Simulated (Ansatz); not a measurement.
Reaction R1 → 1.5 P1 + 0.5 P2, each structure at its B3LYP-D3(BJ)/def2-TZVP stationary point, reached from a drawn start (curvature not checked).
R1: C2H2 (SMILES C#C), charge 0, multiplicity 1.
P1: C atom, charge 0, multiplicity 3.
P2: CH4 (SMILES C), charge 0, multiplicity 1.

P less R. No zero-point or thermal terms; singlets are restricted closed shells; open shells are unrestricted; no spin–orbit coupling.

Cores are frozen in the correlated methods.

Codes used: Ansatz (a first-principles code) with Gaussian orbitals. Each number belongs to the level named beside it.

PBE/def2-TZVPP gives 204.47 kcal/mol for the reaction energy.

Task: How do the other levels lie against it? Give each less PBE: r2SCAN/def2-TZVPP, PBE0/def2-TZVPP, wB97M-V/def2-TZVPP, B2PLYP/def2-TZVPP, MP2/cc-pVQZ, CCSD(T)/cc-pVQZ.

Result: r2SCAN/def2-TZVPP -11.61; PBE0/def2-TZVPP -9.16; wB97M-V/def2-TZVPP -10.36; B2PLYP/def2-TZVPP -10.73; MP2/cc-pVQZ -2.39; CCSD(T)/cc-pVQZ -13.78 kcal/mol. 0 of 6 lie above PBE; the widest gap is to CCSD(T)/cc-pVQZ.
